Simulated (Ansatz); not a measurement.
Molecule: MoH (charge 0, sextet). The spin state was set by rule; other spins were not relaxed. SMILES: [MoH]
Structure (B3LYP-D3(BJ)/def2-TZVP (Ansatz, a quantum-chemistry and plane-wave program) minimum search):
```xyz
2

Mo     0.0000     0.0000    -0.0400
H      0.0000     0.0000     1.6801
```
Charge 0, spin multiplicity 6.

Quantity: atomisation energy (electronic, to ground-state atoms), in kJ/mol. Cores are frozen in the correlated levels unless marked. UHF or UKS for open shells. No spin-orbit coupling. The frozen core is the preceding noble-gas configuration, with the filled d and f shells of earlier blocks. Past Kr the def2 sets carry scalar-relativistic core potentials. The coupled-cluster limit lacks core correlation, which all-electron functionals hold. CBS marks a two-point X^-3 extrapolation of the correlation energy; Hartree-Fock from the larger set.

```
level                            program  atomisation energy (kJ/mol)
------------------------  --------------  ---------------------------
revPBE-D3(BJ)/def2-TZVPD  Ansatz + dftd3                        242.0
```

Question: What does CCSD(T)/CBS(def2-TZVPPD,def2-QZVPPD) (Ansatz) give?

Answer: 234.1 kJ/mol
